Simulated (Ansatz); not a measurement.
Geometry optimisation, RKS PBE/def2-SVP (Ansatz).

input.yaml

```yaml
crystal:
  periodic: [false, false, false]
  atoms:
    - { symbol: B, position_ang: [-0.029006, 0.635665, -0.204588] }
    - { symbol: F, position_ang: [0.051524, -0.514178, 2.052095] }
    - { symbol: "N", position_ang: [1.197647, 0.132774, -0.703927] }
    - { symbol: H, position_ang: [1.327934, -0.860746, -0.898812] }
    - { symbol: H, position_ang: [2.078436, 0.631414, -0.596545] }
    - { symbol: O, position_ang: [-1.258284, 0.03767, -0.349506] }
    - { symbol: H, position_ang: [-1.203199, -0.846778, -0.750135] }
    - { symbol: S, position_ang: [-0.155557, 2.360493, 0.536824] }
    - { symbol: H, position_ang: [1.17466, 2.528675, 0.756294] }
    - { symbol: H, position_ang: [-0.391856, 0.305713, 2.0988] }
basis:
  gaussian: { orbitals: def2-SVP }
hamiltonian:
  xc: pbe
relax:
  f_tol: 0.03
  max_steps: 50
output:
  orbitals: {}
```

Run as:

```bash
$ ansatz run input.yaml --threads 2 --pin off --max-ram 3072MiB --backend cpu --events-out ev --progress --plain --runs-dir out
```

Where does it end, and by what steps?

The forces met the threshold. After 8 steps the energy has fallen by 0.158 eV; F2 moved furthest, 0.49 Å.

```json
{"step": "0", "energy less start (eV)": "0.0000", "largest force component (eV/Å)": "0.557", "accepted": "yes"}
{"step": "1", "energy less start (eV)": "-0.0420", "largest force component (eV/Å)": "1.876", "accepted": "yes"}
{"step": "2", "energy less start (eV)": "-0.1191", "largest force component (eV/Å)": "1.140", "accepted": "yes"}
{"step": "3", "energy less start (eV)": "-0.1299", "largest force component (eV/Å)": "0.581", "accepted": "yes"}
{"step": "4", "energy less start (eV)": "-0.1453", "largest force component (eV/Å)": "0.257", "accepted": "yes"}
{"step": "5", "energy less start (eV)": "-0.1335", "largest force component (eV/Å)": "0.777", "accepted": "no"}
{"step": "6", "energy less start (eV)": "-0.1542", "largest force component (eV/Å)": "0.169", "accepted": "yes"}
{"step": "7", "energy less start (eV)": "-0.1573", "largest force component (eV/Å)": "0.069", "accepted": "yes"}
{"step": "8", "energy less start (eV)": "-0.1581", "largest force component (eV/Å)": "0.030", "accepted": "yes"}
```

```xyz
10
Properties=species:S:1:pos:R:3
B -0.068 0.582 -0.289
F 0.063 -0.310 2.502
N 1.188 0.112 -0.736
H 1.308 -0.809 -1.160
H 2.071 0.538 -0.461
O -1.282 -0.001 -0.546
H -1.215 -0.845 -1.023
S -0.240 2.169 0.685
H 1.093 2.417 0.816
H -0.127 0.557 2.154
```

Whether the end is a true minimum wasn't checked by a vibrational analysis.

Time of the run: 24 s on 2 threads of Arm Neoverse V1 (shared host), peak memory 0.18 GiB.
